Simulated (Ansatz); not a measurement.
Input for Ansatz (an electronic-structure program): R-B3LYP/def2-TZVPPD on Cl2 (SMILES ClCl) with ghost functions. Files ending in .json are basis or fitting sets from the Basis Set Exchange.

Ansatz 0.2 input:
```yaml
crystal:
  periodic: [false, false, false]
  atoms:
    - {symbol: Cl, position_ang: [-0.36555834, 0.49030713, 4.01704265]}
    - {symbol: Cl, position_ang: [0.04587924, -1.16416521, 2.94616492]}
basis:
  gaussian:
    orbitals: def2-TZVPPD.json
    ghost_atoms:
      - {symbol: F, position_ang: [0.45494098, 0.38365637, 0.11229930]}
      - {symbol: H, position_ang: [0.33875157, -0.06119823, 0.92007403]}
hamiltonian:
  xc: {name: B3LYP}
scf: {lower_state_search: off}
```

### Question
Predict the final total energy.

### Answer
-920.4241 hartree.
